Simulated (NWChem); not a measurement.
# Correlation energy of AlCl

```
Al
Cl 1 2.1469
```
Charge 0, spin multiplicity 1.

Program: NWChem. Structure: optimised with PBE0/def2-SVP, a minimum by its harmonic frequencies.

Basis set: cc-pVDZ. Each correlation energy counts from its own Hartree-Fock reference.

The correlated methods keep 10 core orbitals frozen. The structure started from a generated list of species. Coupled-cluster values serve here as a point of comparison, not as the truth.

Q: One of these methods gave a correlation energy of -178.2 mHa. Which?
A. CCSD
B. SCS-MP2
C. CR-CCSD[T]
D. RI-MP2

A: D, RI-MP2. The others give -176.0 (SCS-MP2), -206.0 (CR-CCSD[T]), -202.2 (CCSD).
